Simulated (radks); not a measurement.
Values are calculated unless marked as measured or tabulated.
The nuclear charge of the technetium ion Tc+ is varied continuously with 42 electrons held in [Kr] 4d5 5s1. Code: a radial shooting solver on a logarithmic mesh with Libxc functionals. Model: Dirac Kohn-Sham, BLYP, spin-unpolarised, spherical densities, finite nucleus; open shells fill j = l - 1/2 first; Fermi nuclear charge, rms radius 4.4112 fm. By the Hellmann-Feynman theorem dE/dZ = E(electron-nucleus)/Z, the electronic potential at the nucleus (averaged over a nucleus of fixed radius).

Z     E (hartree)  E(electron-nucleus)/Z (hartree)   HOMO  e(HOMO) (eV)  <r> HOMO (bohr)
42.5  -4167.12860                         -236.785  5s1/2        -7.448            3.289
42.6  -4190.84536                         -237.550  5s1/2        -8.199            3.235
42.7  -4214.63862                         -238.315  5s1/2        -8.972            3.183
42.8  -4238.50835                         -239.080  5s1/2        -9.764            3.134
42.9  -4262.45453                         -239.844  5s1/2       -10.577            3.087
43    -4286.47715                         -240.608  5s1/2       -11.409            3.042
43.1  -4310.57619                         -241.372  5s1/2       -12.259            2.998
43.2  -4334.75164                         -242.137  5s1/2       -13.129            2.957
43.3  -4359.00350                         -242.901  5s1/2       -14.017            2.916
43.4  -4383.33176                         -243.665  5s1/2       -14.923            2.878
43.5  -4407.73641                         -244.429  5s1/2       -15.846            2.841
43.6  -4432.21747                         -245.193  5s1/2       -16.787            2.805
43.7  -4456.77492                         -245.957  5s1/2       -17.745            2.770
43.8  -4481.40878                         -246.721  5s1/2       -18.720            2.737
43.9  -4506.11904                         -247.485  5s1/2       -19.711            2.704
44    -4530.90573                         -248.249  5s1/2       -20.719            2.673

The central difference of E at Z = 43 is -240.608 hartree, to compare with the third column; the second derivative is -7.64 hartree.
